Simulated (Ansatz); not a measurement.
The same path of F5H3OW (10 atoms, charge 0, multiplicity 1) was run twice with different band settings. Lost on the way: W1–H2, O8–H10. Made: H2–H10.

All numbers below come from RKS B3LYP/def2-SVP in Ansatz 0.2.0.

Relaxed end points:

```xyz
10
Properties=species:S:1:pos:R:3
W -0.073 -0.051 0.132
H -0.300 0.204 1.793
F 1.283 -1.073 0.950
F -0.824 1.599 -0.287
F -1.867 -0.481 0.465
F -0.268 -1.593 -0.903
F 1.214 0.498 -1.170
O 1.364 1.485 1.065
H 1.943 1.737 0.321
H 1.934 1.051 1.722
```

```xyz
10
Properties=species:S:1:pos:R:3
W 0.091 0.252 -0.531
H 1.233 -0.332 3.051
F 1.803 -0.157 -1.135
F -0.098 1.485 -1.911
F -1.671 0.564 -0.019
F 0.229 -1.081 0.766
F -0.548 -1.058 -1.684
O 0.731 1.516 0.634
H 1.092 2.107 1.305
H 1.543 0.080 3.612
```

Common settings: movable images 9; climbing image yes; spring 5.0 eV/Å²; optimiser quadratic models (default); start path through a guess of the saddle point; iteration limit 60; end points relaxed.

| run | force threshold |
| --- | --- |
| 1 | 0.05 eV/Å |
| 2 | 0.5 eV/Å |

**Question.** What does each run give, and how far can it be trusted?

**Answer.** Run 1: converged after 46 iterations, highest image 1.274 eV above the first end. The profile has 2 maxima (images 2, 5) with wells between them (image 4): this band takes more than one step, which may be the mechanism or a detour left from its start path. Neighbouring images differ by up to 1.2 eV, so the band resolves the path poorly. A vibrational analysis at the climbing image gives one clearly imaginary mode, 1118i cm⁻¹: a first-order saddle point.
Run 2: converged after 15 iterations, highest image 1.300 eV above the first end. The threshold of 0.5 eV/Å is loose, so the images may lie well off the minimum-energy path. The profile has 2 maxima (images 2, 5) with wells between them (image 4): this band takes more than one step, which may be the mechanism or a detour left from its start path. The order of the point at the top wasn't checked.
The orbitals stay closed-shell, which can raise the energy where a bond breaks towards radicals; this wasn't checked here.
